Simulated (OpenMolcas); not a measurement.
A calculation on Ni VIII.

* Program: OpenMolcas
* Method: XMS-CASPT2, IPEA 0.25 Eh, imaginary shift 0.1 Eh (closed shells correlated: 3s 3p)
* Basis: ANO-RCC-VTZP [6s5p3d2f1g]
* Scalar Hamiltonian: DKH2, point nucleus
* Active space: 3 electrons in 10 orbitals (3d 4d)
* State averaging: 2S+1 = 4 even, 10 roots; 2S+1 = 2 even, 40 roots
* Spin-orbit coupling: RASSI with atomic mean-field integrals over the reference wave functions, term energies averaged over their components

Task: Which level of the active space comes out lowest?

Result: 3d³ ⁴F_3/2, with 100 % of that term; it is also the measured ground level.

Task: How high does 3d³ ⁴F_5/2 lie?

Result: 990 cm⁻¹ above the lowest level; measured 1012 cm⁻¹ above the ground level, so the calculation is off by -2 %.

Task: How high does 3d³ ⁴P_5/2 lie?

Result: 25850 cm⁻¹ above the lowest level; measured 24669 cm⁻¹ above the ground level, so the calculation is off by +5 %.

Task: How high does 3d³ ²H_11/2 lie?

Result: 38360 cm⁻¹ above the lowest level.

Task: The level at 34200 cm⁻¹ has J = 3/2. What is it made of, and what is its g factor?

Result: 54 % 3d³ ²P_3/2, 42 % 3d³ ²D(1), 4 % 3d³ ⁴P; g = 1.124, against 1.334 from Landé's formula for the pure leading term.

Measured values: Corliss and Sugar, J. Phys. Chem. Ref. Data 10, 197 (1981).

Term energies are means over components that CASPT2 splits; among the terms shown or strongly mixed into the levels shown the widest spread is 620 cm-1 (3d³ ²H). Active for correlation alone: 4d; no level in the range computed is led by a configuration that fills it, so any true level of that kind is missing. The CASPT2 spread within a term exceeds the gap to the next term for 3d³ ²D(1) and 3d³ ²H, so the order of their levels is uncertain. Computed and measured levels are paired by configuration, term and J; levels that our copy of the source lacks, or whose pairing is in doubt (as where it misses far off the trend of its configuration), stay unpaired and out of the deviations. Levels of configurations outside the active space are missing.

A number in round brackets counts repeated terms of one configuration in the order of the reference energies.
